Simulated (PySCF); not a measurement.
Identify the unknown among the candidates.

All candidates are C9H8N2.

* 13C NMR: chemical shifts (computed TMS as zero) by class: 161.2 (1 C), 157.3 (1 C), 140.5 (1 C), 139.8 (1 C), 139.3 (1 C), 129.5 (1 C), 123.9 (1 C), 102.1 (1 C), 23.3 (1 C) ppm [GIAO PBE0/pcSseg-1]
* NMR, other nuclei: isotropic shieldings of nuclei other than C and H, by class: -130 (1 N), -50 (1 N) ppm [GIAO PBE0/pcSseg-1]
* 1H NMR: chemical shifts (computed TMS as zero) by class: 8.02 (1 H), 7.87 (1 H), 7.75 (1 H), 7.64 (1 H), 7.38 (1 H), 2.50 (3 H) ppm [GIAO PBE0/pcSseg-1]
* Rotational structure: rotational constants A, B, C: 2.040, 0.881, 0.626 GHz [GFN2-xTB]
* Dipole: 3.93 D [PBE0/pcSseg-1]

Electronic properties: PySCF, gas phase, density fitting. Levels stand in brackets. The structure is a single GFN2-xTB conformer in the gas phase; no vibrational or solvent corrections. NMR values are class means; diastereotopic atoms form classes of their own.

Question: Which candidate is it?
A. `C#Cc1cnnc(C=C)c1C`
B. `C/N=C/c1cccc(C#N)c1`
C. `C=Nc1ccn(C2=CC2=C)c1`
D. `C=Nc1ccc(C)cc1C#N`

Answer: D. It is `C=Nc1ccc(C)cc1C#N`. Numbering: `[CH2:1]=[N:2][c:3]1[cH:4][cH:5][c:6]([CH3:7])[cH:8][c:9]1[C:10]#[N:11]`. Its formula, C9H8N2, gives 7 degrees of unsaturation: 1 ring and 6 π bonds in the structure found (Kekulé form). 9 carbons fall into 9 classes; from least to most shielded: imine carbon [C1] (161.2 ppm), aromatic carbon bearing nitrogen [C3] (157.3 ppm), aromatic CH carbon [C8] (140.5 ppm), substituted aromatic carbon [C6] (139.8 ppm), aromatic CH carbon [C5] (139.3 ppm), aromatic CH carbon [C4] (129.5 ppm), nitrile carbon [C10] (123.9 ppm), substituted aromatic carbon [C9] (102.1 ppm), benzylic-type carbon [C7] (23.3 ppm). Hydrogen classes from least to most shielded: 1 H on an imine carbon, C1 (8.02 ppm), 1 H on an imine carbon, C1 (7.87 ppm), 1 H on an aromatic CH carbon, C8 (7.75 ppm), 1 H on an aromatic CH carbon, C5 (7.64 ppm), 1 H on an aromatic CH carbon, C4 (7.38 ppm), 3 H on a benzylic-type carbon, C7 (2.50 ppm). The other shieldings belong to: -130 ppm, imine nitrogen [N2]; -50 ppm, nitrile nitrogen [N11]. The optimised geometry has point group C1 and is an asymmetric top.

The others, at the same levels:
- `C/N=C/c1cccc(C#N)c1` fails: its computed 13C shifts are 163.4 (1 C), 142.6 (1 C), 141.8 (1 C), 141.6 (1 C), 137.1 (1 C), 134.8 (1 C), 124.4 (1 C), 117.4 (1 C), 51.7 (1 C) ppm, 1H shifts are 8.98 (1 H), 8.35 (1 H), 7.96 (1 H), 7.86 (1 H), 7.82 (1 H), 4.00 (3 H) ppm and rotational constant A is 2.820 GHz (against 2.040 GHz).
- `C#Cc1cnnc(C=C)c1C` fails: its computed 13C shifts are 158.2 (1 C), 155.4 (1 C), 139.7 (1 C), 135.6 (1 C), 132.5 (1 C), 125.0 (1 C), 98.5 (1 C), 84.3 (1 C), 17.6 (1 C) ppm, 1H shifts are 9.33 (1 H), 8.08 (1 H), 7.20 (1 H), 6.17 (1 H), 3.33 (1 H), 2.63 (3 H) ppm and rotational constant A is 2.301 GHz (against 2.040 GHz).
- `C=Nc1ccn(C2=CC2=C)c1` fails: its computed 13C shifts are 152.3 (1 C), 149.8 (1 C), 141.8 (1 C), 127.9 (1 C), 122.3 (1 C), 120.8 (1 C), 107.2 (1 C), 105.2 (1 C), 61.7 (1 C) ppm, 1H shifts are 7.90 (1 H), 7.32 (1 H), 7.02 (1 H), 6.89 (1 H), 6.77 (1 H), 6.73 (1 H), 4.01 (1 H), 3.91 (1 H) ppm and rotational constant A is 3.718 GHz (against 2.040 GHz).

Each candidate is one conformer, not necessarily the lowest. Dipoles, sizes and rotational constants follow the conformer. The torsions of the flexible species, by atom-mapped SMILES:
- `[CH2:1]=[N:2][c:3]1[cH:4][cH:5][c:6]([CH3:7])[cH:8][c:9]1[C:10]#[N:11]`: C1–N2–C3–C4 -133°
- `[CH3:1]/[N:2]=[CH:3]/[c:4]1[cH:5][cH:6][cH:7][c:8]([C:9]#[N:10])[cH:11]1`: N2–C3–C4–C5 0°
- `[CH:1]#[C:2][c:3]1[cH:4][n:5][n:6][c:7]([CH:8]=[CH2:9])[c:10]1[CH3:11]`: N6–C7–C8–C9 0°
- `[CH2:1]=[N:2][c:3]1[cH:4][cH:5][n:6]([C:7]2=[CH:8][C:9]2=[CH2:10])[cH:11]1`: C1–N2–C3–C4 152°, C5–N6–C7–C8 180°
